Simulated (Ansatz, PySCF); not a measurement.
Species: silicon dioxide molecule, SiO2, charge 0, multiplicity 1. SMILES: O=[Si]=O
Geometry: optimised at B3LYP-D3(BJ)/def2-TZVP (Ansatz, a first-principles code).

Property: vertical ionisation energy (to the doublet state of charge +1; each state is the SCF solution reached for its spin; the UHF <S^2> is 1.09 for the doublet (pure: 0.75); for the doublet the Hartree-Fock reference is unstable and T1 is 0.059), in eV. Correlated levels leave the core frozen unless marked. UHF or UKS for open shells. No spin-orbit coupling. Non-relativistic.  The program attaches cautions to a run behind CCSD/aug-cc-pV(D+d)Z: other roots. The program attaches cautions to a run behind CCSD(T)/aug-cc-pV(D+d)Z: other roots. The program attaches cautions to a run behind CCSD(T)/aug-cc-pV(T+d)Z: other roots.

| level | program | vertical ionisation energy (eV) |
|---|---|---|
| SVWN5/def2-TZVPD | Ansatz | 12.65 |
| PBE/def2-TZVPD | Ansatz | 12.32 |
| r2SCAN/def2-TZVPD | Ansatz | 12.37 |
| B3LYP/def2-TZVPD | Ansatz | 12.53 |
| wB97M-V/def2-TZVPD | Ansatz | 12.74 |
| wB97X-V/def2-TZVPD | Ansatz | 12.75 |
| CCSD/aug-cc-pV(D+d)Z | Ansatz | 12.55 |
| CCSD(T)/aug-cc-pV(D+d)Z | Ansatz | 12.59 |
| CCSD(T)/aug-cc-pV(T+d)Z | Ansatz | 12.71 |

For comparison, minus the highest occupied orbital energy (PySCF): 8.55 eV at BP86/def2-TZVPD, 8.52 eV at TPSS/def2-TZVPD, 11.59 eV at M06-2X/def2-TZVPD.
